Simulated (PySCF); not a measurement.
Breaking a bond: H₂ (cation, charge +1), doublet.

Levels: UHF/STO-3G = unrestricted Hartree-Fock/STO-3G (PySCF); UKS-B3LYP = unrestricted B3LYP/cc-pVDZ in PySCF; UKS-BLYP = unrestricted BLYP/cc-pVDZ (PySCF 2.14.0).

Energies are in kJ/mol, each relative to the lowest point of its own curve near equilibrium.

```json
[
 {"R / Å": "0.87", "UHF/STO-3G": "32.8", "UKS-B3LYP": "36.1", "UKS-BLYP": "40.3"},
 {"R / Å": "0.92", "UHF/STO-3G": "16.4", "UKS-B3LYP": "20.7", "UKS-BLYP": "24.1"},
 {"R / Å": "0.99", "UHF/STO-3G": "3.7", "UKS-B3LYP": "7.4", "UKS-BLYP": "9.7"},
 {"R / Å": "1.04", "UHF/STO-3G": "0.2", "UKS-B3LYP": "2.4", "UKS-BLYP": "3.8"},
 {"R / Å": "1.07", "UHF/STO-3G": "0.0", "UKS-B3LYP": "0.8", "UKS-BLYP": "1.7"},
 {"R / Å": "1.10", "UHF/STO-3G": "0.9", "UKS-B3LYP": "0.1", "UKS-BLYP": "0.4"},
 {"R / Å": "1.12", "UHF/STO-3G": "2.1", "UKS-B3LYP": "0.0", "UKS-BLYP": "0.0"},
 {"R / Å": "1.17", "UHF/STO-3G": "6.8", "UKS-B3LYP": "1.1", "UKS-BLYP": "0.2"},
 {"R / Å": "1.21", "UHF/STO-3G": "12.1", "UKS-B3LYP": "3.0", "UKS-BLYP": "1.3"},
 {"R / Å": "1.27", "UHF/STO-3G": "22.0", "UKS-B3LYP": "7.2", "UKS-BLYP": "4.4"},
 {"R / Å": "1.37", "UHF/STO-3G": "42.0", "UKS-B3LYP": "16.8", "UKS-BLYP": "12.1"},
 {"R / Å": "1.49", "UHF/STO-3G": "69.3", "UKS-B3LYP": "30.5", "UKS-BLYP": "23.4"},
 {"R / Å": "1.63", "UHF/STO-3G": "102.1", "UKS-B3LYP": "47.5", "UKS-BLYP": "37.5"},
 {"R / Å": "1.81", "UHF/STO-3G": "142.3", "UKS-B3LYP": "68.0", "UKS-BLYP": "54.5"},
 {"R / Å": "1.98", "UHF/STO-3G": "175.8", "UKS-B3LYP": "84.4", "UKS-BLYP": "67.7"},
 {"R / Å": "2.22", "UHF/STO-3G": "214.4", "UKS-B3LYP": "101.9", "UKS-BLYP": "81.1"},
 {"R / Å": "2.42", "UHF/STO-3G": "239.1", "UKS-B3LYP": "111.9", "UKS-BLYP": "87.9"},
 {"R / Å": "2.66", "UHF/STO-3G": "261.1", "UKS-B3LYP": "119.5", "UKS-BLYP": "92.1"},
 {"R / Å": "2.94", "UHF/STO-3G": "278.5", "UKS-B3LYP": "123.9", "UKS-BLYP": "93.1"},
 {"R / Å": "3.27", "UHF/STO-3G": "291.0", "UKS-B3LYP": "125.1", "UKS-BLYP": "91.0"},
 {"R / Å": "3.83", "UHF/STO-3G": "300.6", "UKS-B3LYP": "121.7", "UKS-BLYP": "83.6"},
 {"R / Å": "4.40", "UHF/STO-3G": "303.6", "UKS-B3LYP": "115.8", "UKS-BLYP": "—"}
]
```

At the longest distance, 4.40 Å, UHF/STO-3G lies highest above its minimum (303.6 kJ/mol) and UKS-B3LYP lowest (115.8 kJ/mol).

A dash means that the run gave no value there, or that the column was ended at a point which the program doubted or which failed a test of continuity chosen for this set; such a test can also cut sound points.

At the longest distance UKS-B3LYP, UKS-BLYP leaves fractional charges on the fragments, a sign of delocalisation error or of the restricted form.
